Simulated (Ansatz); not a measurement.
Input file for Ansatz (a program for electronic structure): R-CCSD(T)/def2-QZVPP on NO+, 2S+1 = 1, a spin state set in the input, which need not be the lowest, a point of a bond scan (R = 1.058 Å). Charge +1. Files ending in .json are basis or fitting sets from the Basis Set Exchange.

Ansatz 0.2 input:
```yaml
crystal:
  periodic: [false, false, false]
  atoms:
    - {symbol: N, position_ang: [0.00000000, 0.00000000, 0.00000000]}
    - {symbol: O, position_ang: [0.00000000, 0.00000000, 1.05787900]}
basis:
  gaussian:
    orbitals: def2-QZVPP.json
    pivot_positions_ang: [[0.00000000, 0.00000000, 0.00000000], [0.00000000, 0.00000000, 1.05787900]]
total_charge: 1
magnetization: {spin_polarized: false}
correlation: {method: ccsd_t, electrons: valence}
output: {orbitals: {seedname: ./end}}
```

The log:

```
WARN ansatz: RAYON_NUM_THREADS=2 ignored (pool sized by the plan → 2); use --threads N
Functional definition: HF
integrals: 0.16 GiB planned
819 factors; integrals over basis functions are off by at most 2.4e-4 eV
mean field: 0.23 GiB planned
mean field evaluation 1: about -3507.8198 eV, gradient 3.6e1 eV
mean field evaluation 2: about -3507.8199 eV, gradient 3.6e1 eV
mean field evaluation 4: about -3509.6668 eV, gradient 2.4e0 eV
mean field evaluation 8: about -3509.6793 eV, gradient 5.5e-6 eV
mean field evaluation 16: about -3509.6792 eV, gradient 5.8e-2 eV
mean field -3509.67933846 eV, -128.9783367422 hartree, gradient 2.7e-6 eV, S^2 0.000000; 0 other end points of the search recorded, 0 dependent functions left out
2 core orbitals not correlated
reference -3509.67933846 eV, -128.9783367422 hartree; 5, 5 occupied and 107, 107 virtual orbitals, 819 factors
second order -11.66865747 eV of doubles, -0.00000000 eV of singles
coupled cluster: 0.38 GiB planned
cycle   1  -10.85752094 eV  change    8.1e-1 eV  update   1.0e-1
cycle   2  -11.31200418 eV  change   -4.5e-1 eV  update   3.5e-2
cycle   3  -11.40635460 eV  change   -9.4e-2 eV  update   1.3e-2
cycle   4  -11.39911588 eV  change    7.2e-3 eV  update   3.4e-3
cycle   5  -11.40274437 eV  change   -3.6e-3 eV  update   1.1e-3
cycle   6  -11.40319796 eV  change   -4.5e-4 eV  update   1.9e-4
cycle   7  -11.40319940 eV  change   -1.4e-6 eV  update   4.1e-5
cycle   8  -11.40323936 eV  change   -4.0e-5 eV  update   9.0e-6
cycle   9  -11.40323062 eV  change    8.7e-6 eV  update   1.8e-6
perturbative correction -0.56999042 eV, -0.0209467617 hartree
Total energy: -3521.65255951 eV, -129.4183445000 hartree
```

Self-consistency was reached.

Cost: very roughly 5 core-seconds.
